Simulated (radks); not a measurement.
Task: All-electron atom: As IV in [Ar] 3d10 4s2. All-electron calculation, Dirac Kohn-Sham, PBE, spin-unpolarised, spherical densities, finite nucleus; Fermi nuclear charge, rms radius 4.0968 fm. Program: a radial shooting solver on a logarithmic mesh with Libxc functionals. Some entries of the table are withheld. Estimate them.

orbital,occ.,eigenvalue (hartree),r(max) (bohr),<r^2> (bohr^2)
1s1/2,2,-431.8344,0.02973,0.002786
2s1/2,2,-55.88597,0.1701,0.04842
2p1/2,2,(1),0.1342,0.03745
2p3/2,4,(2),0.1373,0.03893
3s1/2,2,-8.25572,0.5217,0.4121
3p1/2,2,(3),0.5153,(4)
3p3/2,4,(5),0.5238,(6)
3d3/2,4,(7),(8),0.5632
3d5/2,6,(9),(10),0.5707
4s1/2,2,(11),1.532,3.439

Result: 
(1) 2p1/2 eigenvalue (hartree): -50.06767
(2) 2p3/2 eigenvalue (hartree): -48.72368
(3) 3p1/2 eigenvalue (hartree): -6.29995
(4) 3p1/2 <r^2> (bohr^2): 0.4365
(5) 3p3/2 eigenvalue (hartree): -6.11517
(6) 3p3/2 <r^2> (bohr^2): 0.4516
(7) 3d3/2 eigenvalue (hartree): -2.76878
(8) 3d3/2 r(max) (bohr): 0.4750
(9) 3d5/2 eigenvalue (hartree): -2.74179
(10) 3d5/2 r(max) (bohr): 0.4778
(11) 4s1/2 eigenvalue (hartree): -1.63259
